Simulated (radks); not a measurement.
Valence configurations of the ruthenium ion Ru+ (all share [Kr]). All-electron calculation, scalar-relativistic Kohn-Sham, PBE, spin-polarised, spherical densities, point nucleus; open shells are filled with parallel spins first (spin-orbit coupling, left out, can overturn this in heavy ions). Program: a radial shooting solver on a logarithmic mesh with Libxc functionals. Energies are relative to 4d7; eigenvalues in eV for spin up.

| valence | E (eV) | moment (Bohr magnetons) | e(4d) | e(5p) | e(5s) |
|---|---|---|---|---|---|
| 4d7 | 0.000 | 3 | -13.354 | - | - |
| 4d6.5 5s0.5 | 0.280 | 4 | -14.914 | - | -11.723 |
| 4d6 5s1 | 0.666 | 5 | -16.527 | - | -12.513 |
| 4d6.5 5p0.5 | 2.668 | 4 | -15.528 | -7.316 | - |
| 4d6 5s0.5 5p0.5 | 3.182 | 5 | -17.135 | -7.842 | -12.900 |
| 4d5.5 5s1 5p0.5 | 3.826 | 6 | -18.787 | -8.348 | -13.659 |
| 4d5 5s2 | 4.169 | 5 | -19.909 | - | -13.649 |
| 4d6 5p1 | 5.723 | 5 | -17.726 | -8.170 | - |
| 4d5 5p2 | 13.054 | 7 | -22.176 | -9.749 | - |
| 4d4.5 5s1 5p1.5 | 13.698 | 7 | -23.175 | -9.923 | -15.788 |

NIST lists [Kr] 4d7 as the ground configuration; this level of theory agrees among the configurations tried. The energies are those of spherical high-spin densities, not of single terms.
